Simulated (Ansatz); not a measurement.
Stepwise reaction of `O[Si](F)([SiH3])[SiH3]` with hydrogen sulfide, as a gas-phase model of exchange steps in deposition or etching. ΔE in kJ/mol.

Gas-phase electronic energies from Ansatz, PBE0-D4/def2-TZVP geometries. CCSD(T)/CBS adds triple-zeta CCSD(T) − MP2 to the extrapolated MP2 energy (def2 sets, frozen cores). This one scheme is used for every species. Functionals use def2-TZVPP. B3LYP here is the variant with VWN-RPA as its local correlation; programs differ in this. Each species was taken in one conformer, which may not be the lowest.

```
step                                           reaction  PBE-D4  B3LYP-D4  ωB97M-V  CCSD(T)/CBS
   2  `O[Si](F)([SiH3])S` + H₂S → `O[Si](F)(S)S` + SiH₄   -58.2     -65.4    -72.8        -68.5
```

Give the row of step 1, `O[Si](F)([SiH3])[SiH3]` + H₂S → `O[Si](F)([SiH3])S` + SiH₄. (Estimate.)

The calculation gave: 
```json
{"step": "1", "reaction": "`O[Si](F)([SiH3])[SiH3]` + H₂S → `O[Si](F)([SiH3])S` + SiH₄", "PBE-D4": "-69.9", "B3LYP-D4": "-78.4", "ωB97M-V": "-84.9", "CCSD(T)/CBS": "-80.8"}
```

By hand: ΔE of the 2 steps together at CCSD(T)/CBS.

(-80.8) + (-68.5) = -149.3 kJ/mol, or -74.7 kJ/mol a step.

In ΔE each step is higher than the one before. All are downhill at CCSD(T)/CBS. PBE-D4 differs from CCSD(T)/CBS by 10.3 to 10.9 kJ/mol a step. Only this route is followed, and other bonds may react first. Isolated molecules leave out the surface, adducts and barriers. Largest T1 diagnostic: 0.013.
